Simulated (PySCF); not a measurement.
Two species compared at the same levels of theory.

First species: C3H5F3OSi.
SMILES: `CO[SiH2]C(F)=C(F)F`

Second species: C5H7F3.
Atom-mapped SMILES: `[F:1][C@@H:2]1[CH2:3][CH2:4][C:5]([F:6])([F:7])[CH2:8]1` (hydrogens: H9 on C2; H10, H11 on C3; H12, H13 on C4; H14, H15 on C8)

Geometry (GFN2-xTB, Å), atoms numbered from 1 in this order:
```xyz
15
C5H7F3 angstrom
F     -1.0294    1.1601    1.5783
C     -0.9560    0.8410    0.2362
C     -1.1160   -0.6705    0.0670
C      0.2929   -1.2136    0.2951
C      1.1875   -0.1694   -0.3683
F      1.4324   -0.5006   -1.6720
F      2.4195   -0.1067    0.2021
C      0.4446    1.1700   -0.2887
H     -1.7481    1.4215   -0.2462
H     -1.4490   -0.8865   -0.9480
H     -1.8397   -1.0710    0.7740
H      0.4533   -2.2005   -0.1342
H      0.5330   -1.2375    1.3585
H      0.9612    1.8399    0.3984
H      0.4095    1.6317   -1.2741
```

Levels: PBE0/def2-SVPD for HOMO energy, LUMO energy, HOMO–LUMO gap and static isotropic polarisability; TDDFT PBE0/def2-SVPD for lowest singlet excitation; TDA PBE0/def2-SVPD for lowest triplet excitation (Tamm–Dancoff). Geometries: GFN2-xTB. All species are isolated and taken at one optimised geometry, non-relativistic unless stated; the electronic structure was computed with PySCF and density fitting.

Dipoles, sizes and rotational constants follow the conformer. The torsions of the flexible species, by atom-mapped SMILES:
- `[CH3:1][O:2][SiH2:3][C:4]([F:5])=[C:6]([F:7])[F:8]`: C1–O2–Si3–C4 176°, O2–Si3–C4–F5 158°

The conformers of `F[C@@H]1CCC(F)(F)C1` aren't listed.

Which has the higher HOMO energy?

The first: -7.56 eV against -9.29 eV, a difference of 1.73 eV.

Which has the higher HOMO–LUMO gap?

The second: 9.90 eV against 7.16 eV, a difference of 2.74 eV.

Which of the two has the higher LUMO energy, and by how much?

The second: 0.61 eV against -0.40 eV, a difference of 1.01 eV.

Which has the higher S1 energy?

The second: 8.76 eV against 5.81 eV, a difference of 2.95 eV.

Which of the two has the higher T1 energy, and by how much?

The second: 8.55 eV against 4.31 eV, a difference of 4.24 eV.

Which has the higher static isotropic polarisability?

The first: 68.3 au against 58.3 au, a difference of 10.0 au.

On the first: The polarisability is 10.12 Å³ as a volume (1 au = 0.148185 Å³), or 0.95 au for each of the 72 electrons. The principal polarisabilities are 54.0, 70.6 and 80.3 au; their mean is the isotropic value.

On the second: The principal polarisabilities are 54.6, 59.2 and 61.1 au; their mean is the isotropic value. The vertical singlet–triplet gap S1 − T1 is 0.21 eV (TDDFT singlet less Tamm–Dancoff triplet; S1: HOMO→LUMO, weight 0.94; T1: HOMO→LUMO, weight 0.73).
